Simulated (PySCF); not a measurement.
CH2F4Si, SMILES F[SiH2]C(F)(F)F. Atoms are numbered in the order given.

```xyz
8

Si     0.6048     1.0949     0.0000
F     -0.6836     2.1008     0.0000
C     -0.0412    -0.7287     0.0000
F     -0.7866    -1.0189    -1.0939
F     -0.7866    -1.0189     1.0939
F      1.0329    -1.5693     0.0000
H      1.3974     1.3008    -1.2507
H      1.3974     1.3008     1.2507
```
Charge 0, spin multiplicity 1.

The structure is a stationary point at PBE-D3(BJ)/def2-SVP.

Computed with PBE-D3(BJ)/def2-SVP in PySCF 2.14.0.

Frequencies are harmonic and unscaled.

```
mode  ν (cm⁻¹)  IR (km/mol)  moving atoms (share of kinetic energy)
----  --------  -----------  --------------------------------------
1           68          2.3                 F 71 %, Si 16 %, H 13 %
2          123          4.1                                  F 92 %
3          198          0.6                  F 67 %, H 17 %, Si 9 %
4          270          1.0                         F 79 %, Si 14 %
5          406         33.1                         Si 56 %, F 37 %
6          479          9.7                          F 80 %, H 13 %
7          511          3.7                                  F 89 %
8          614         54.8                 H 59 %, F 21 %, Si 18 %
9          709         10.9                                  H 91 %
10         719          3.7                          F 85 %, C 11 %
11         838         32.5                 H 50 %, F 38 %, Si 11 %
12         883        186.5                 H 71 %, Si 14 %, F 14 %
13         934        158.2                 H 61 %, Si 26 %, F 13 %
14        1096        221.3                          C 72 %, F 27 %
15        1120        195.6                          C 73 %, F 26 %
16        1201        113.0                          C 75 %, F 20 %
17        2211         49.7                                  H 98 %
18        2231        106.8                                  H 95 %
```
